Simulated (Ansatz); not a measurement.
`C[N](C)[In]([Cl])[N](C)C` → 4 C• + Cl• + 12 H• + In• + 2 N•  (atomization)

Computed with Ansatz on PBE0-D4/def2-TZVP structures; ΔE is electronic, products minus reactants. CBS: MP2 limit from def2 TZ/QZ plus the TZ coupled-cluster correction, frozen cores. This one scheme is used for every species, atoms too. For atomizations the MP2-based limit and the directly extrapolated one differ by several kJ/mol either way, and by 10 to 25 for some Ge, Se and Sn compounds, so smaller differences from it don't rank the levels. DFT in def2-TZVPP. B3LYP here is the variant with VWN-RPA as its local correlation; programs differ in this. HSE06 is defined as in plane-wave codes. Open shells (•) are unrestricted, without spin–orbit coupling. Spin–orbit coupling would lower the free atoms: a little for C, Cl; strongly for In. Elements past krypton have def2 core potentials. For In outer-core shells are correlated without core-valence functions, so the limit isn't a true one: a few kJ/mol of doubt a bond, and 10 to 20 or more in all where bonds break to atoms. One conformer a species, not always the lowest.

CCSD(T)/CBS gives +7191.9 kJ/mol.

Problem. Another level gave +7174.6 kJ/mol. Which?
A. PBE-QIDH/def2-TZVPP
B. B3LYP-D4/def2-TZVPP
C. r2SCAN0-D4/def2-TZVPP
D. HSE06/def2-TZVPP

Solution. B. B3LYP-D4 7174.6, PBE-QIDH 7138.3, HSE06 7170.4, r2SCAN0-D4 7073.9 kJ/mol.

Largest T1 diagnostic among the species: 0.015.

From PBE to PBE0 (25 % exact exchange), in def2-TZVPP and without D4, ΔE moves by −113.0 kJ/mol: exact exchange takes away binding that semilocal exchange gives to molecules. The D4 term adds +78.0 kJ/mol with B3LYP and +42.1 kJ/mol with PBE0; it sums over pairs of atoms, weighted by their polarisabilities, and B3LYP, whose exchange is more repulsive, gets the larger term.
